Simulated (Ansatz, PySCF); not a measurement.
Si(F)(Cl)(vinyl)(NH2) (C₂H₅ClFNSi), SMILES C=C[Si](N)(F)Cl. Atoms are numbered in the order given.

```xyz
11

C     -2.2299     0.5372    -1.2754
C     -1.5218    -0.4201    -0.6601
Si     0.2478    -0.1839    -0.1846
N      0.9486     1.1269    -1.0235
F      0.9987    -1.6070    -0.4439
Cl     0.4954     0.1966     1.8352
H     -1.7841     1.5085    -1.5157
H     -3.2783     0.3954    -1.5604
H     -2.0064    -1.3773    -0.4304
H      1.7321     1.6345    -0.6255
H      0.9566     1.1474    -2.0387
```
Charge 0, spin multiplicity 1.

Coordinates come from a B3LYP-D3(BJ)/def2-SVP optimisation. This is a generated structure with no PubChem entry under its InChIKey; it may be hypothetical. The values are those of a single conformer.

Two levels are set side by side: PBE-D3(BJ)/def2-SVP (Ansatz, a first-principles code) and B3LYP-D3(BJ)/def2-SVP (Ansatz). Each level has its own optimised geometry; the coordinates shown are those of the second. Frequencies come from the Hessian of PySCF at each geometry. Differences are taken from unrounded values.

```tsv
quantity	B3LYP-D3(BJ)	PBE-D3(BJ)	PBE-D3(BJ) minus B3LYP-D3(BJ)
mean bond length (Å)	1.391	1.400	0.008
bond C1–C2 (Å)	1.340	1.349	0.008
bond C2–Si3 (Å)	1.847	1.854	0.007
bond Si3–N4 (Å)	1.707	1.718	0.012
bond Si3–F5 (Å)	1.630	1.642	0.013
bond Si3–Cl6 (Å)	2.070	2.075	0.005
bond C1–H7 (Å)	1.095	1.104	0.008
bond C1–H8 (Å)	1.096	1.104	0.008
bond C2–H9 (Å)	1.097	1.105	0.008
bond N4–H10 (Å)	1.015	1.022	0.007
bond N4–H11 (Å)	1.015	1.023	0.008
highest harmonic wavenumber (cm⁻¹)	3672	3597	-75
mean harmonic wavenumber (cm⁻¹)	1198	1167	-31
zero-point energy (kcal/mol)	46.24	45.05	-1.19
```

Exact exchange shortens and stiffens bonds; PBE has none. Differences between two approximate levels are no errors against the true value.
